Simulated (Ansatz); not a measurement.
Start from `NC(F)O[SiH3]` and change one atom or group to get `NC(F)CO`.

Ansatz, PBE0-D4/def2-TZVP geometries, multiplicity 1. Each molecule was computed in one conformer, which needn't be the lowest.

```csv
property,`NC(F)O[SiH3]`
LUMO energy (PBE/def2-TZVPP) / eV,-0.55
zero-point energy (PBE0-D4/def2-TZVP) / kJ/mol,203.8
size of the dipole moment (ωB97M-V/def2-TZVPP) / D,0.76
LUMO energy (ωB97M-V/def2-TZVPP) / eV,1.98
size of the dipole moment (B3LYP/def2-TZVPP) / D,0.74
HOMO energy (PBE/def2-TZVPP) / eV,-6.51
```

Task: What does the change do to each property? (An estimate is asked.)

Result: Ansatz gave: 
```json
{"property": "LUMO energy (PBE/def2-TZVPP) / eV", "`NC(F)CO`": "0.13", "shift": "0.68"}
{"property": "zero-point energy (PBE0-D4/def2-TZVP) / kJ/mol", "`NC(F)CO`": "240.0", "shift": "36.2"}
{"property": "size of the dipole moment (ωB97M-V/def2-TZVPP) / D", "`NC(F)CO`": "0.82", "shift": "0.06"}
{"property": "LUMO energy (ωB97M-V/def2-TZVPP) / eV", "`NC(F)CO`": "2.47", "shift": "0.49"}
{"property": "size of the dipole moment (B3LYP/def2-TZVPP) / D", "`NC(F)CO`": "0.82", "shift": "0.08"}
{"property": "HOMO energy (PBE/def2-TZVPP) / eV", "`NC(F)CO`": "-6.22", "shift": "0.29"}
```

With PBE0 the HOMO rises by 0.29 eV and the LUMO rises by 0.69 eV, so the gap widens by about 0.40 eV. PBE moves the HOMO by 0.29 eV and ωB97M-V by 0.31 eV. Dipoles are sizes alone; their direction can turn.

B3LYP here is the variant with VWN-RPA as its local correlation; programs differ in this.
